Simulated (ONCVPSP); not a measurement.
## What one change does to a pseudopotential (Ga (Z = 31), ONCV)

gallium (Ga), optimised norm-conserving Vanderbilt (ONCV), made with ONCVPSP 4.0.1 (LDA (Perdew-Wang 92), scalar-relativistic). Core [Ar] 3d10, reference 4s2 4p1. Waves: 4s: rc 1.60 bohr, ncon 5, nbas 9, qcut 3.7 1/bohr, 2 projectors, debl 2.4 Ha; 4p: rc 1.60 bohr, ncon 4, nbas 8, qcut 5.7 1/bohr, local. Local part: the p channel. Core correction: Teter function fitted to the true core (icmod 2), fcfact 0.6.

Change: s: qcut 3.9; p: qcut 6.1.

Cutoffs: the cutoffs (Ha) at which the residual kinetic energy of the hardest occupied pseudo-wave falls to 1 and 0.1 mHa per electron; they do not see the model core or the augmentation charge, which bear on the density cutoff. Errors are all-electron minus pseudo energies relative to the spin-unpolarised reference configuration.

Q: What does the change do?

A: The potential gets harder (8.9 Ha and 74 Ha → 11 Ha and 76 Ha); the errors of the 4 common tests hardly move; neither file shows a bound ghost.

| quantity | base | changed |
| --- | --- | --- |
| cutoff, loose | 8.9 Ha | 11 Ha |
| cutoff, tight | 74 Ha | 76 Ha |
| loose cutoff by channel | s 8.9 Ha, p 5.6 Ha | s 7.9 Ha, p 11 Ha |
| bound ghosts | none | none |
| GHOST(+) flags under 300 eV | s at 134.0 eV | s at 121.1 eV |
| error for 4s2 4p0, meV [ΔE 5.88 eV] | -1.8 | -1.8 |
| error for 4s1 4p0, meV [ΔE 27.38 eV] | -116 | -116 |
| error for 4s2 4p0.5, meV [ΔE 2.12 eV] | -0.1 | -0.1 |
| error for 4s0 4p3, meV [ΔE 13.55 eV] | -42 | -41 |
| s: phases at 1.63 bohr within 0.05 rad from the reference energy up to (Ha; the scan ends near 5) | 4.2 | 3.8 |
| p: phases at 1.63 bohr within 0.05 rad from the reference energy up to (Ha; the scan ends near 5) | 1.0 | 0.9 |
| rms error of d²Exc/dni dnj with the model core, mHa | 1.47 | 1.47 |

Base: The cutoffs count occupied waves only; projector 2 of the s channel, the hardest unoccupied one, needs 97 Ha at the loose tolerance. Changed file: The cutoffs count occupied waves only; projector 2 of the s channel, the hardest unoccupied one, needs 96 Ha at the loose tolerance.
